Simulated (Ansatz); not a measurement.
Harmonic vibrations of `BC#C[O][AlH2]` by finite differences.

```yaml
crystal:
  periodic: [false, false, false]
  atoms:
    - {symbol: B, position_ang: [-2.047032, 1.541565, 0.601884]}
    - {symbol: C, position_ang: [-0.844064, 0.868553, 0.048711]}
    - {symbol: C, position_ang: [0.141130, 0.316304, -0.403795]}
    - {symbol: O, position_ang: [1.174177, -0.240380, -0.897780]}
    - {symbol: Al, position_ang: [2.018705, -1.689035, -0.443347]}
    - {symbol: H, position_ang: [-2.641488, 1.059922, 1.522871]}
    - {symbol: H, position_ang: [-2.433232, 2.573068, 0.133160]}
    - {symbol: H, position_ang: [3.250841, -1.983583, -1.368409]}
    - {symbol: H, position_ang: [1.469463, -2.492714, 0.789606]}
basis:
  gaussian: {orbitals: def2-TZVP}
hamiltonian: {xc: pbe0, dispersion: d4}
phonons: {temperatures: {t_min: 298.15, t_max: 900, t_step: 200}}
```

```sh
$ ansatz run in.yaml --threads 2 --pin off --events-out ev --progress --plain --max-ram 4352MiB
```

Output, abridged:

```
Functional definition: PBE0
mean field -11450.86787432 eV, -420.8116327043 hartree, gradient 2.6e-5 eV, S^2 0.000000; 0 other end points of the search recorded, 0 dependent functions left out
mean field -11450.86775779 eV, -420.8116284220 hartree, gradient 2.2e-6 eV, S^2 0.000000; 0 other end points of the search recorded, 0 dependent functions left out
mean field -11450.86778017 eV, -420.8116292443 hartree, gradient 2.3e-6 eV, S^2 0.000000; 0 other end points of the search recorded, 0 dependent functions left out
mean field -11450.86778967 eV, -420.8116295933 hartree, gradient 2.3e-6 eV, S^2 0.000000; 0 other end points of the search recorded, 0 dependent functions left out
mean field -11450.86775134 eV, -420.8116281849 hartree, gradient 2.3e-6 eV, S^2 0.000000; 0 other end points of the search recorded, 0 dependent functions left out
mean field -11450.86780014 eV, -420.8116299782 hartree, gradient 2.4e-6 eV, S^2 0.000000; 0 other end points of the search recorded, 0 dependent functions left out
mean field -11450.86777035 eV, -420.8116288834 hartree, gradient 2.2e-6 eV, S^2 0.000000; 0 other end points of the search recorded, 0 dependent functions left out
mean field -11450.86759553 eV, -420.8116224590 hartree, gradient 2.5e-6 eV, S^2 0.000000; 0 other end points of the search recorded, 0 dependent functions left out
mean field -11450.86763020 eV, -420.8116237331 hartree, gradient 2.1e-6 eV, S^2 0.000000; 0 other end points of the search recorded, 0 dependent functions left out
mean field -11450.86779020 eV, -420.8116296131 hartree, gradient 2.1e-6 eV, S^2 0.000000; 0 other end points of the search recorded, 0 dependent functions left out
mean field -11450.86776971 eV, -420.8116288599 hartree, gradient 2.4e-6 eV, S^2 0.000000; 0 other end points of the search recorded, 0 dependent functions left out
mean field -11450.86780622 eV, -420.8116302015 hartree, gradient 2.3e-6 eV, S^2 0.000000; 0 other end points of the search recorded, 0 dependent functions left out
mean field -11450.86780493 eV, -420.8116301543 hartree, gradient 2.5e-6 eV, S^2 0.000000; 0 other end points of the search recorded, 0 dependent functions left out
mean field -11450.86756017 eV, -420.8116211593 hartree, gradient 2.0e-6 eV, S^2 0.000000; 0 other end points of the search recorded, 0 dependent functions left out
mean field -11450.86755926 eV, -420.8116211261 hartree, gradient 2.5e-6 eV, S^2 0.000000; 0 other end points of the search recorded, 0 dependent functions left out
mean field -11450.86776395 eV, -420.8116286482 hartree, gradient 2.3e-6 eV, S^2 0.000000; 0 other end points of the search recorded, 0 dependent functions left out
mean field -11450.86775481 eV, -420.8116283122 hartree, gradient 2.1e-6 eV, S^2 0.000000; 0 other end points of the search recorded, 0 dependent functions left out
mean field -11450.86778589 eV, -420.8116294547 hartree, gradient 2.4e-6 eV, S^2 0.000000; 0 other end points of the search recorded, 0 dependent functions left out
mean field -11450.86779448 eV, -420.8116297702 hartree, gradient 2.2e-6 eV, S^2 0.000000; 0 other end points of the search recorded, 0 dependent functions left out
mean field -11450.86774961 eV, -420.8116281211 hartree, gradient 2.4e-6 eV, S^2 0.000000; 0 other end points of the search recorded, 0 dependent functions left out
mean field -11450.86772870 eV, -420.8116273529 hartree, gradient 2.3e-6 eV, S^2 0.000000; 0 other end points of the search recorded, 0 dependent functions left out
mean field -11450.86779183 eV, -420.8116296729 hartree, gradient 2.2e-6 eV, S^2 0.000000; 0 other end points of the search recorded, 0 dependent functions left out
mean field -11450.86779076 eV, -420.8116296334 hartree, gradient 2.4e-6 eV, S^2 0.000000; 0 other end points of the search recorded, 0 dependent functions left out
mean field -11450.86782617 eV, -420.8116309349 hartree, gradient 2.2e-6 eV, S^2 0.000000; 0 other end points of the search recorded, 0 dependent functions left out
mean field -11450.86784631 eV, -420.8116316747 hartree, gradient 2.4e-6 eV, S^2 0.000000; 0 other end points of the search recorded, 0 dependent functions left out
mean field -11450.86783567 eV, -420.8116312838 hartree, gradient 2.3e-6 eV, S^2 0.000000; 0 other end points of the search recorded, 0 dependent functions left out
mean field -11450.86779163 eV, -420.8116296655 hartree, gradient 2.4e-6 eV, S^2 0.000000; 0 other end points of the search recorded, 0 dependent functions left out
mean field -11450.86778804 eV, -420.8116295334 hartree, gradient 2.4e-6 eV, S^2 0.000000; 0 other end points of the search recorded, 0 dependent functions left out
mean field -11450.86782815 eV, -420.8116310074 hartree, gradient 2.3e-6 eV, S^2 0.000000; 0 other end points of the search recorded, 0 dependent functions left out
mean field -11450.86781678 eV, -420.8116305896 hartree, gradient 2.3e-6 eV, S^2 0.000000; 0 other end points of the search recorded, 0 dependent functions left out
mean field -11450.86781936 eV, -420.8116306844 hartree, gradient 2.9e-6 eV, S^2 0.000000; 0 other end points of the search recorded, 0 dependent functions left out
mean field -11450.86784374 eV, -420.8116315803 hartree, gradient 1.1e-6 eV, S^2 0.000000; 0 other end points of the search recorded, 0 dependent functions left out
mean field -11450.86785737 eV, -420.8116320815 hartree, gradient 1.1e-6 eV, S^2 0.000000; 0 other end points of the search recorded, 0 dependent functions left out
mean field -11450.86785533 eV, -420.8116320066 hartree, gradient 1.7e-6 eV, S^2 0.000000; 0 other end points of the search recorded, 0 dependent functions left out
mean field -11450.86785566 eV, -420.8116320183 hartree, gradient 2.4e-6 eV, S^2 0.000000; 0 other end points of the search recorded, 0 dependent functions left out
mean field -11450.86783003 eV, -420.8116310766 hartree, gradient 2.8e-6 eV, S^2 0.000000; 0 other end points of the search recorded, 0 dependent functions left out
mean field -11450.86782945 eV, -420.8116310551 hartree, gradient 8.5e-7 eV, S^2 0.000000; 0 other end points of the search recorded, 0 dependent functions left out
mean field -11450.86785268 eV, -420.8116319090 hartree, gradient 1.2e-6 eV, S^2 0.000000; 0 other end points of the search recorded, 0 dependent functions left out
mean field -11450.86786615 eV, -420.8116324042 hartree, gradient 2.9e-6 eV, S^2 0.000000; 0 other end points of the search recorded, 0 dependent functions left out
mean field -11450.86781965 eV, -420.8116306950 hartree, gradient 2.9e-6 eV, S^2 0.000000; 0 other end points of the search recorded, 0 dependent functions left out
mean field -11450.86781893 eV, -420.8116306685 hartree, gradient 2.7e-6 eV, S^2 0.000000; 0 other end points of the search recorded, 0 dependent functions left out
mean field -11450.86785468 eV, -420.8116319827 hartree, gradient 2.0e-6 eV, S^2 0.000000; 0 other end points of the search recorded, 0 dependent functions left out
mean field -11450.86785928 eV, -420.8116321515 hartree, gradient 2.9e-6 eV, S^2 0.000000; 0 other end points of the search recorded, 0 dependent functions left out
mean field -11450.86785131 eV, -420.8116318587 hartree, gradient 2.7e-6 eV, S^2 0.000000; 0 other end points of the search recorded, 0 dependent functions left out
mean field -11450.86784041 eV, -420.8116314581 hartree, gradient 2.2e-6 eV, S^2 0.000000; 0 other end points of the search recorded, 0 dependent functions left out
mean field -11450.86786536 eV, -420.8116323750 hartree, gradient 9.9e-7 eV, S^2 0.000000; 0 other end points of the search recorded, 0 dependent functions left out
mean field -11450.86787281 eV, -420.8116326489 hartree, gradient 2.8e-6 eV, S^2 0.000000; 0 other end points of the search recorded, 0 dependent functions left out
mean field -11450.86785456 eV, -420.8116319779 hartree, gradient 2.1e-6 eV, S^2 0.000000; 0 other end points of the search recorded, 0 dependent functions left out
mean field -11450.86785885 eV, -420.8116321359 hartree, gradient 2.7e-6 eV, S^2 0.000000; 0 other end points of the search recorded, 0 dependent functions left out
mean field -11450.86786961 eV, -420.8116325310 hartree, gradient 2.1e-6 eV, S^2 0.000000; 0 other end points of the search recorded, 0 dependent functions left out
mean field -11450.86786222 eV, -420.8116322596 hartree, gradient 2.2e-6 eV, S^2 0.000000; 0 other end points of the search recorded, 0 dependent functions left out
mean field -11450.86784924 eV, -420.8116317826 hartree, gradient 1.9e-6 eV, S^2 0.000000; 0 other end points of the search recorded, 0 dependent functions left out
mean field -11450.86787119 eV, -420.8116325894 hartree, gradient 2.0e-6 eV, S^2 0.000000; 0 other end points of the search recorded, 0 dependent functions left out
mean field -11450.86785052 eV, -420.8116318296 hartree, gradient 1.9e-6 eV, S^2 0.000000; 0 other end points of the search recorded, 0 dependent functions left out
mean field -11450.86784203 eV, -420.8116315175 hartree, gradient 1.4e-6 eV, S^2 0.000000; 0 other end points of the search recorded, 0 dependent functions left out
Total energy: -11451.00032089 eV, -420.8165000260 hartree
Atom 0 at    -2.047032     1.541565     0.601884 Å, force     0.003863     0.002530     0.002746 eV/Å
Atom 1 at    -0.844064     0.868553     0.048711 Å, force    -0.000772    -0.001415    -0.000570 eV/Å
Atom 2 at     0.141130     0.316304    -0.403795 Å, force    -0.002082     0.001791     0.000351 eV/Å
Atom 3 at     1.174177    -0.240380    -0.897780 Å, force     0.001101    -0.000760    -0.000520 eV/Å
Atom 4 at     2.018705    -1.689035    -0.443347 Å, force     0.000105     0.000622     0.000332 eV/Å
Atom 5 at    -2.641488     1.059922     1.522871 Å, force    -0.001047    -0.000884    -0.000792 eV/Å
Atom 6 at    -2.433232     2.573068     0.133160 Å, force    -0.001234    -0.000956    -0.001433 eV/Å
Atom 7 at     3.250841    -1.983583    -1.368409 Å, force    -0.000235    -0.000179     0.000288 eV/Å
Atom 8 at     1.469463    -2.492714     0.789606 Å, force     0.000302    -0.000749    -0.000403 eV/Å
Dipole moment:     0.594665    -0.559489    -0.079338 e Å
Vibrations: 49.17 77.45 114.43 188.32 206.89 429.52 523.50 552.74 607.00 616.46 754.32 860.71 871.53 990.81 1204.64 1414.96 1981.41 2009.34 2304.56 2575.84 2647.57 cm⁻¹, zero-point energy 1.300668 eV
```

Run time 2.7 min (2 threads of an Arm Neoverse V1 on a shared host); peak host memory 0.48 GiB.
